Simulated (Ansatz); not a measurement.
Relaxation of H$_{11}$NSi$_{4}$ (16 atoms, charge 0, multiplicity 1), to a largest force component of 0.02 eV/Å in at most 40 steps.

Computed with RKS PBE-D4/STO-3G (Ansatz).

```xyz
16
Properties=species:S:1:pos:R:3:forces:R:3
Si 0.000 0.000 0.000 0.06 0.05 2.50
N 0.000 0.000 1.820 0.21 -0.17 -1.49
H -0.877 -0.271 2.350 1.25 0.39 -0.10
H 0.877 0.271 2.350 -1.27 -0.36 -0.09
Si 2.094 0.000 -0.739 0.50 -0.02 0.04
H 2.551 -1.376 -0.908 0.15 0.18 -0.05
H 2.157 0.694 -2.022 0.14 -0.09 0.10
H 2.951 0.682 0.226 0.10 -0.06 -0.18
Si -1.046 1.812 -0.739 -0.34 0.53 -0.21
H -2.430 1.478 -1.061 0.05 0.26 -0.05
H -1.022 2.844 0.293 -0.10 0.06 -0.21
H -0.374 2.307 -1.937 -0.21 0.13 0.04
Si -1.046 -1.812 -0.739 -0.30 -0.49 -0.13
H -1.703 -2.485 0.377 -0.03 -0.08 -0.20
H -2.045 -1.427 -1.731 0.02 -0.23 0.03
H -0.078 -2.717 -1.351 -0.23 -0.08 0.00
```

Problem. Where does it end, and by what steps?

Solution. The run converged. The force dipped under the threshold on the way, but the program's further checks kept it going. Limits of this set-up: minimal basis. After 19 steps the energy has fallen by 0.563 eV; H10 moved furthest, 1.08 Å.

```csv
step,energy less start (eV),largest force component (eV/Å),accepted
0,0.0000,2.504,yes
1,-0.2744,1.094,yes
2,-0.4193,0.769,yes
3,-0.5047,0.590,yes
4,-0.5137,0.831,yes
5,-0.5327,0.184,yes
6,-0.5378,0.104,yes
7,-0.5394,0.312,yes
8,-0.5464,0.119,yes
9,-0.5476,0.455,yes
10,-0.5578,0.089,yes
11,-0.5583,0.162,yes
12,-0.5600,0.074,yes
13,-0.5616,0.006,yes
14,-0.5624,0.026,yes
15,-0.5628,0.051,yes
16,-0.5631,0.031,yes
17,-0.5633,0.014,yes
18,-0.5634,0.006,yes
19,-0.5635,0.012,yes
```

```xyz
16
Properties=species:S:1:pos:R:3
Si 0.036 -0.077 0.015
N 0.159 -0.409 1.811
H -0.840 -0.363 2.187
H 0.571 0.477 2.245
Si 2.164 0.054 -0.742
H 2.887 -1.194 -0.553
H 2.182 0.365 -2.164
H 2.901 1.106 -0.058
Si -1.080 1.835 -0.513
H -2.455 1.806 -0.031
H -0.444 3.006 0.076
H -1.128 2.045 -1.954
Si -1.043 -1.857 -0.872
H -2.354 -2.037 -0.264
H -1.250 -1.665 -2.300
H -0.295 -3.092 -0.695
```

The run took 82 s on 1 thread of Arm Neoverse V1, on a shared host, peak memory 0.12 GiB.
